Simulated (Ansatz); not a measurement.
Gas-phase electronic energies from Ansatz, PBE0-D4/def2-TZVP geometries. CCSD(T)/CBS adds triple-zeta CCSD(T) − MP2 to the extrapolated MP2 energy (def2 sets, frozen cores). Functionals use def2-TZVPP. Elements past krypton have def2 core potentials. For Sn outer-core shells are correlated without core-valence functions, which leaves a few kJ/mol of doubt a bond. Each species was taken in one conformer, which may not be the lowest.

Consider the redistribution: `C[SiH2][AlH][F]` + `[CH3][SnH2][CH2]Cl` → `C[SiH2][Al]([F])[Cl]` + `[CH3][SnH2][CH3]`.

`C[SiH2][AlH][F]`:

Cartesian coordinates in Å:
```
C 0.613 0.572 1.404
Si 0.142 -0.756 0.156
Al -0.897 0.155 -1.871
F -1.405 -0.928 -3.015
H 1.075 0.125 2.287
H -0.266 1.133 1.730
H 1.322 1.282 0.972
H -0.797 -1.729 0.789
H 1.357 -1.534 -0.229
H -1.143 1.681 -2.225
```

`[CH3][SnH2][CH2]Cl`:

Cartesian coordinates in Å:
```
C -0.956 -1.488 0.199
Sn 0.656 -0.308 -0.549
C 0.353 1.727 0.117
Cl 0.121 1.765 1.886
H -1.045 -1.328 1.274
H -0.774 -2.546 0.008
H -1.889 -1.195 -0.283
H 0.696 -0.310 -2.263
H 2.161 -0.838 0.062
H -0.535 2.163 -0.338
H 1.211 2.357 -0.113
```

`C[SiH2][Al]([F])[Cl]`:

```xyz
10

C     1.358   -0.855   -0.438
Si   -0.470   -0.429   -0.468
Al   -1.037    1.431    1.000
F     0.119    2.172    1.911
Cl   -2.981    2.182    1.190
H     1.677   -1.133    0.568
H     1.565   -1.693   -1.108
H     1.961   -0.003   -0.758
H    -0.904   -0.068   -1.848
H    -1.290   -1.603   -0.050
```

`[CH3][SnH2][CH3]`:

Z-matrix (Å, degrees):
```
C
Sn 1 2.142
H 1 1.091 2 110.0
H 1 1.090 2 110.4 3 120.1
H 1 1.090 2 110.0 3 -119.9
C 2 2.142 1 109.9 3 59.9
H 2 1.714 1 109.6 3 -179.6
H 2 1.715 1 109.6 3 -60.7
H 6 1.091 2 110.0 1 60.1
H 6 1.091 2 110.0 1 -59.8
H 6 1.090 2 110.4 1 -179.8
```

CCSD(T)/CBS gives -249.1 kJ/mol.

Another level gave -249.4 kJ/mol. Which?
A. PBE-D4/def2-TZVPP
B. ωB97X-V/def2-TZVPP
C. MP2/def2-TZVPP
D. SCS-MP2/def2-TZVPP

D. SCS-MP2/def2-TZVPP -249.4, MP2/def2-TZVPP -254.8, PBE-D4 -240.0, ωB97X-V -244.6 kJ/mol.

Largest T1 diagnostic among the species: 0.012.

From PBE to PBE0 (25 % exact exchange), in def2-TZVPP and without D4, ΔE moves by −6.4 kJ/mol.
